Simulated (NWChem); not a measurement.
Species: BeN2H4; SMILES [NH2][Be][NH2]

```xyz
7

Be     0.0000     0.0000     0.0000
N      0.0000     0.0000     1.5013
H     -0.5835     0.5835     2.0907
H      0.5835    -0.5835     2.0907
N      0.0000     0.0000    -1.5013
H     -0.5835    -0.5835    -2.0907
H      0.5835     0.5835    -2.0907
```
Atoms are numbered in this order, from 1.

All runs: NWChem. Coordinates come from a PBE0/def2-SVP optimisation. Level: PBE0/Sadlej pVTZ; the question gives the wavelength of the field.

Q: What does the run give for field static? Quantities: isotropic polarisability (bohr³); anisotropy (bohr³).

A: 
```
Quantity                          Result
--------------------------------  ------
isotropic polarisability (bohr³)    36.4
anisotropy (bohr³)                  10.3
```
